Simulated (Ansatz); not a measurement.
One elementary step

Start structure (BH2ClO2F2, closed shell), relaxed at PBE0-D4/def2-TZVP:

B1  (-0.235, -0.948, -0.265)
Cl2  (0.774, -1.462, -1.681)
F3  (-1.523, -0.698, -0.530)
F4  (0.043, -1.510, 0.917)
H5  (0.423, 1.130, -0.886)
O6  (0.469, 0.639, -0.051)
O7  (-0.255, 1.465, 0.856)
H8  (0.306, 1.384, 1.640)
(Å)

The step: BClF₂ ([F][B]([F])[Cl]) + H₂O₂ ([OH][OH]) → BHO₂F₂ ([OH][O][B]([F])[F]) + HCl; bonds formed: Cl2–H5; dative contacts that become bonds: B1–O6; bonds broken: B1–Cl2, H5–O6. Program: Ansatz 0.2.0. Basis: def2-TZVPP and def2-QZVPP. Cores are frozen in the correlated methods. Extrapolation: Hartree–Fock as exp(−7.88 √X), correlation as X^−2.97. Energies below are by CCSD(T) at an estimated basis limit (MP2 extrapolated from triple and quadruple zeta, plus CCSD(T) − MP2 in triple zeta).

(1) What are the electronic barrier and the energy of the step, from the start structure to the end structure? (An estimate is asked for; the value comes from the calculation.)

T1 diagnostic: at most 0.013.

Results:

(1) The calculation gives: Barrier 20.37 kcal/mol; step energy -5.16 kcal/mol (downhill); reverse barrier, their difference, 25.53 kcal/mol. Barrier and step energy count from the start structure, the reverse barrier from the end structure.

The saddle point: One imaginary mode of 947i cm⁻¹.
```tsv
pair	start (Å)	saddle (Å)	end (Å)
B1–O6	1.75	1.51	1.37
Cl2–H5	2.73	1.52	1.29
B1–Cl2	1.81	2.21	3.73
H5–O6	0.97	1.26	2.62
```

Zero-point energy (harmonic, PBE0-D4): ZPE is 25.35 kcal/mol at the start and 21.99 kcal/mol at the saddle, so the barrier goes from 20.37 to 17.01 kcal/mol.

Labels in which every atom is bracketed show which atoms are joined, not bond orders.

For scale, one of the runs: CCSD(T)/def2-TZVPP, 225 basis functions, launched by `ansatz run in.yaml --threads 4 --pin off --events-out ev --progress --plain --max-ram 9574MiB`. Hardware: 4 CPU threads of an Arm Neoverse V1, shared host. Wall time 2.6 min; peak host memory 4.1 GiB.
